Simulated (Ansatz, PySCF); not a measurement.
Species: C2H3O, charge 1, multiplicity 1. It need not be the lowest isomer of its formula. 
Structure (B3LYP-D3(BJ)/def2-TZVP (Ansatz, a quantum-chemistry and plane-wave program) minimum search):
```xyz
6

C      1.4009    -0.1277    -0.0862
C      0.2214    -0.0176    -0.0116
O     -1.1237     0.1476     0.1058
H      2.4618    -0.2331    -0.1585
H     -1.6111    -0.5583     0.5902
H     -1.5951     0.4825    -0.6918
```
Charge +1, spin multiplicity 1.

Total electronic energies in hartree. Cores are frozen in the correlated levels unless marked. Spin-orbit coupling is left out. No relativistic terms. CBS(X,Y): correlation extrapolated as X^-3; Hartree-Fock from the larger set.

```tsv
level	program	energy (Eh)
HF/6-31G*	Ansatz	-151.90885
HF/cc-pVQZ	Ansatz	-151.98946
HF-D4/def2-TZVPD	PySCF + dftd4	-151.98961
BLYP-D3(BJ)/def2-TZVPD	Ansatz + dftd3	-152.82053
revPBE-D4/def2-TZVPD	Ansatz + dftd4	-152.81628
B3LYP-D4/def2-TZVPD	Ansatz + dftd4	-152.85724
BHLYP/def2-TZVPD	Ansatz	-152.76481
r2SCANh-D4/def2-TZVPD	Ansatz + dftd4	-152.75283
PW6B95-D3(BJ)/def2-TZVPD	PySCF + dftd3	-153.03630
MP2/cc-pVTZ	Ansatz	-152.51540
SCS-MP2/cc-pVQZ	Ansatz	-152.56033
CCSD/cc-pVQZ	Ansatz	-152.57102
CCSD/CBS(cc-pVTZ,cc-pVQZ)	Ansatz	-152.5939
CCSD(T)/cc-pVQZ	Ansatz	-152.59712
CCSD(T)/CBS(cc-pVTZ,cc-pVQZ)	Ansatz	-152.6215
```

Totals of different functionals don't rank their quality; only differences between species are comparable.
